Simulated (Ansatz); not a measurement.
`C[S][Zn][Br]` + NH₃ → `[NH2][Zn][Br]` + CH₃SH at 400 K and 1 bar (ligand exchange at a Zn–S bond).

Isolated molecules relaxed with PBE0-D4/def2-TZVP in Ansatz; ΔE leaves out vibrations. CBS: MP2 limit from def2 TZ/QZ plus the TZ coupled-cluster correction, frozen cores. This one scheme is used for every species. For Br, Zn outer-core shells are correlated without core-valence functions, which leaves a few kJ/mol of doubt a bond. Scalar relativity is left out up to krypton. Each species was taken in one conformer, which may not be the lowest.

```
        species  CCSD(T)/CBS energy (Eh)  H − E (kJ/mol)  S (J/(mol·K))
 `C[S][Zn][Br]`              -4789.42259           133.9          387.8
            NH₃                -56.50880           104.2          203.1
`[NH2][Zn][Br]`              -4407.67573            90.3          329.2
          CH₃SH               -438.22835           138.7          269.4
```

H − E and S are ideal-gas, rigid-rotor, harmonic terms from PBE0-D4/def2-TZVP, for one conformer and one mirror image of each species. 1 Eh = 2625.50 kJ/mol, R = 8.31446 J/(mol·K).

**Question.** By hand: ΔE, ΔH, ΔS and ΔG.

**Answer.** ΔE = (-4407.67573) + (-438.22835) − (-4789.42259) − (-56.50880) = 0.02731 Eh = 71.7 kJ/mol. Δ(H − E) = 90.3 + 138.7 − 133.9 − 104.2 = -9.1, so ΔH = 62.6 kJ/mol. ΔS = 329.2 + 269.4 − 387.8 − 203.1 = 7.7 J/(mol·K). ΔG = 62.6 − 400 × (7.7)/1000 = 59.5 kJ/mol.

**Question.** By hand: the equilibrium constant, and the temperature at which ΔG would vanish if ΔH and ΔS stayed fixed.

**Answer.** log₁₀ K = −ΔG/(RT ln 10) = -7.8. ΔG = 0 at ΔH/ΔS = 8130 K, far beyond where these terms or the molecules hold.

The number of gas molecules stays the same, so ΔS is small and ΔH decides. A doubt of 5 kJ/mol in ΔE shifts log₁₀ K by 0.7 here. Other conformers and mirror images would add mixing entropy, several J/(mol·K) or more a flexible species. These are equilibria of isolated gas molecules and say nothing of rates. Largest T1 diagnostic: 0.012 (customary marks: 0.02 for closed shells, 0.045 for open ones).
